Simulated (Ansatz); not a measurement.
Si₂Mo₂⁺. Total charge 1; doublet. Geometry PBE0-D4/def2-SVP, that of the neutral singlet; atoms count from 1.

```xyz
4

Mo   -1.1510    0.5588    0.5069
Mo   -0.1119    0.3937   -1.3140
Si    0.0010   -1.5355    0.1398
Si    1.2618    0.5829    0.6672
```

In the def2 sets Mo takes a core potential; there is no spin–orbit coupling. The structure comes from a short search, and lower isomers may exist.

(1) Estimate the Mulliken populations from the PBE0/def2-TZVP orbitals of Ansatz.

(2) Where does the spin sit?

(3) And the Mayer bond orders between heavy atoms (over 0.3)?

Results:

(1) 
```
atom  charge (e)  spin (α − β)  d electrons
 Mo1        0.50          0.31         4.80
 Mo2        0.50          0.31         4.80
 Si3        0.00          0.19            –
 Si4        0.00          0.19            –
```
Mulliken values depend strongly on the basis.

(2) Summed by element: Mo 0.61, Si 0.39, of 1 unpaired in all. Largest on single atoms: Mo1 0.31, Mo2 0.31, Si3 0.19.

(3) Mo1–Mo2 2.87 (2.10 Å); Mo1–Si3 1.22 (2.42 Å); Mo1–Si4 1.22 (2.42 Å); Mo2–Si3 1.22 (2.42 Å); Mo2–Si4 1.22 (2.42 Å); Si3–Si4 0.59 (2.52 Å).
